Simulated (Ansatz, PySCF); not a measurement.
This PySCF input computes a PBE/def2-TZVPD energy:

```python
from pyscf import gto, scf, dft

mol = gto.M(
    atom='''
    Se   -0.25163197    0.14091670   -0.01398978
    F    -1.02435642   -1.47659625    0.26426402
    F     0.72848531    1.57343437   -0.54137923
    F     1.24648076   -0.62919008    0.32996550
    ''',
    basis='def2-tzvpd',
    charge=0,
    spin=1,
    verbose=4,
)

mf = dft.UKS(mol, xc='pbe').density_fit(auxbasis='def2-universal-jkfit')
mf.grids.level = 3
mf.conv_tol = 1e-9
mf.max_cycle = 100
mf.max_memory = 1500
mf.kernel()
if not mf.converged:
    mf = mf.newton()
    mf.kernel(mf.make_rdm1())
for _ in range(2):
    mo, _, stable, _ = mf.stability(return_status=True)
    if stable:
        break
    mf.kernel(mf.make_rdm1(mo, mf.mo_occ))
mf.analyze()
```

**Question.** Write an input for the same energy in Ansatz (a first-principles code) and say what it gives.

**Answer.** 
Ansatz 0.2 input:
```yaml
crystal:
  periodic: [false, false, false]
  atoms:
    - {symbol: Se, position_ang: [-0.25163197, 0.14091670, -0.01398978]}
    - {symbol: F, position_ang: [-1.02435642, -1.47659625, 0.26426402]}
    - {symbol: F, position_ang: [0.72848531, 1.57343437, -0.54137923]}
    - {symbol: F, position_ang: [1.24648076, -0.62919008, 0.32996550]}
basis:
  gaussian:
    orbitals: def2-TZVPD
hamiltonian:
  xc: {name: PBE}
magnetization: {spin_polarized: true, initial_magnetization: 1}
output: {forces: true}
```
It gives -2700.55249 Eh, and PySCF -2700.55258 Eh, a difference of 0.09 mEh, from the treatment of integrals and grids.

It need not be the lowest isomer of its formula.
